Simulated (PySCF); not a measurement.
**Stretching CaAl⁺**

Set-up: Ca pcseg-1, Al pcseg-1; no relativity (PySCF 2.14). Energies in eV from Ca + Al⁺ in their ground configurations at the same level. State: ¹Σ⁺ (singlet), closed shell.

All columns are B97-3. A positive dipole points towards Al; it is taken about the centre of mass and depends on that origin.

| R (Å) | E (eV) | μ (D) | Mulliken charge on Ca (basis-dependent) | HOMO (eV) | LUMO (eV) | Mayer bond order | ⟨S²⟩ |
| --- | --- | --- | --- | --- | --- | --- | --- |
| 3.000 | -1.208 | -2.99 | 0.48 | -8.95 | -6.69 | 0.99 | 0.00 |
| 3.139 | -1.375 | -2.83 | 0.50 | -8.94 | -6.52 | 0.96 | 0.00 |
| 3.279 | -1.470 | -2.63 | 0.51 | -8.91 | -6.38 | 0.93 | 0.00 |
| 3.383 | -1.507 | -2.45 | 0.52 | -8.88 | -6.29 | 0.91 | 0.00 |
| 3.488 | -1.520 | -2.25 | 0.53 | -8.84 | -6.26 | 0.89 | 0.00 |
| 3.593 | -1.516 | -2.03 | 0.54 | -8.80 | -6.25 | 0.88 | 0.00 |
| 3.732 | -1.490 | -1.71 | 0.54 | -8.74 | -6.24 | 0.86 | 0.00 |
| 3.907 | -1.434 | -1.29 | 0.54 | -8.65 | -6.24 | 0.84 | 0.00 |
| 4.116 | -1.349 | -0.73 | 0.54 | -8.54 | -6.24 | 0.81 | 0.00 |
| 4.395 | -1.222 | 0.06 | 0.52 | -8.38 | -6.27 | 0.78 | 0.00 |

A fit through these points gives, at Re = 3.511 Å, μ = -2.20 D and dμ/dR = 2.04 D/Å; the reduced mass is 16.11 u.

How strong is the fundamental in the double-harmonic approximation, I = 42.26·(dμ/dR)²/μred km/mol?

I = 42.26·(2.04)²/16.11 = 10.9 km/mol at B97-3.

Closed-shell solutions of metal pairs were not tested for spin polarisation, which can lower them a little. For an ion De counts to the pair picked by the measured ionisation energies or electron affinities, which need not be the lowest pair at this level.
